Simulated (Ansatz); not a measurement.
Isolated molecules relaxed with PBE0-D4/def2-TZVP in Ansatz; ΔE leaves out vibrations. CBS: MP2 limit from def2 TZ/QZ plus the TZ coupled-cluster correction, frozen cores. Functionals use def2-TZVPP. B3LYP here is the variant with VWN-RPA as its local correlation; programs differ in this. Each species was taken in one conformer, which may not be the lowest.

`CO/C(O)=C\C(=O)C(F)(F)F` → `COC(=O)CC(=O)C(F)(F)F`  (isomerisation)

`CO/C(O)=C\C(=O)C(F)(F)F`:

Cartesian coordinates in Å:
```
C -0.725 -0.661 -1.937
O 0.255 -0.078 -1.080
C -0.067 1.041 -0.441
O -0.612 2.021 -1.172
C 0.162 1.251 0.870
C 0.582 0.323 1.894
O 0.838 0.683 3.019
C 0.689 -1.202 1.609
F -0.429 -1.680 1.035
F 0.867 -1.869 2.737
F 1.720 -1.481 0.805
H -0.360 -1.660 -2.161
H -1.688 -0.726 -1.428
H -0.834 -0.106 -2.873
H -0.413 1.884 -2.105
H 0.015 2.261 1.229
```

`COC(=O)CC(=O)C(F)(F)F`:

Cartesian coordinates in Å:
```
C 2.452 1.292 -1.019
O 1.029 1.245 -0.911
C 0.527 0.060 -0.571
O 1.178 -0.921 -0.352
C -0.985 0.115 -0.530
C -1.540 -1.087 0.186
O -1.974 -2.058 -0.354
C -1.586 -0.980 1.730
F -0.488 -0.391 2.212
F -1.726 -2.157 2.305
F -2.634 -0.211 2.065
H 2.914 1.039 -0.065
H 2.692 2.314 -1.302
H 2.799 0.592 -1.780
H -1.356 0.101 -1.557
H -1.303 1.047 -0.058
```

```
             level  ΔE (kJ/mol)
          PBE-QIDH        -94.7
             B3LYP        -87.3
     HF/def2-TZVPP       -110.3
SCS-MP2/def2-TZVPP       -104.0
```

What does CCSD(T)/CBS give? (Best estimate.)

Ansatz gave: -96.0 kJ/mol. The listed levels differ from it by 1.3, 8.7, -14.3, -8.0 kJ/mol.

Largest T1 diagnostic among the species: 0.014.

Leaving LDA and LC-ωPBE aside and taking each functional with its dispersion term where it has one, the values, not all of them listed here, spread over 19.8 kJ/mol, from ωB97X-V to PBE-D4. LDA lies +16.8 kJ/mol from PBE without D4. The D4 term adds +3.1 kJ/mol with B3LYP and +1.8 kJ/mol with PBE0; it sums over pairs of atoms, weighted by their polarisabilities, and B3LYP, whose exchange is more repulsive, gets the larger term. In def2-TZVPP, CCSD(T) changes the Hartree–Fock value by +11.2 kJ/mol (the triples alone add +3.3 kJ/mol) and MP2 by +11.9 kJ/mol.

CCSD(T)/CBS has its own doubt, a few kJ/mol and more with outer-core shells, so smaller differences from it don't rank the levels.
